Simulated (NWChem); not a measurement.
System: CH6MgSi; SMILES [CH3][Mg][SiH3]

B3LYP is NWChem's, with the RPA form of VWN correlation.

Give the equilibrium geometry at B3LYP/6-31G* (spherical d) (NWChem) as an XYZ file, with the point group.

point group C3; any orientation.
```
9

Mg     0.2835    -0.6451    -0.0005
C      0.3531    -2.7377    -0.0005
H      0.8487    -3.1295    -0.8987
H     -0.6518    -3.1794     0.0309
H      0.9029    -3.1277     0.8664
Si     0.1956     1.9487    -0.0005
H     -1.1775     2.5014     0.2328
H      0.6493     2.5639    -1.2892
H      1.0532     2.5779     1.0549
```
